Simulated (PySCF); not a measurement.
C₅H₂F₂O₂.
SMILES: `O=C(F)c1cc(F)co1`

Torsions of this conformer, `[O:1]=[C:2]([F:3])[c:4]1[cH:5][c:6]([F:7])[cH:8][o:9]1`: O1–C2–C4–C5 0°.

The closed-shell ground state was solved at several levels (PySCF, density fitting, gas phase, non-relativistic). The structure is a single GFN2-xTB conformer in the gas phase; no vibrational or solvent corrections.

| level | basis functions | total energy (Eh) | HOMO (eV) | LUMO (eV) | gap (eV) | dipole (D) |
| --- | --- | --- | --- | --- | --- | --- |
| PBE0/pcSseg-1 | 163 | -541.2240 | -7.80 | -2.21 | 5.59 | 3.06 |
| PBE0/def2-SVPD | 208 | -540.9033 | -7.83 | -2.32 | 5.51 | 3.10 |

Q: Estimate the row for wB97X-D/def2-SVPD, a basis of 208 functions; the other rows only guide the guess.

A: Total energy -541.2899 Eh, HOMO -9.60 eV, LUMO -0.57 eV, gap 9.03 eV, dipole 3.03 D.

Q: Over all these levels, which gives the widest orbital gap and which the narrowest?

A: wB97X-D/def2-SVPD (range-separated hybrid) has the widest, 9.03 eV, and PBE0/def2-SVPD (global hybrid, 25 % exact exchange) the narrowest, 5.51 eV. The two share the basis. From the narrowest to the widest the HOMO moves by -1.77 eV and the LUMO by +1.75 eV.

Q: How far do the dipole and the HOMO energy spread over the levels?

A: The dipole runs from 3.03 to 3.10 D (mean 3.06 D) and the HOMO from -9.60 to -7.80 eV.

Note: wB97X-D ran without an empirical dispersion term, which enters the total energy and its gradient alone.
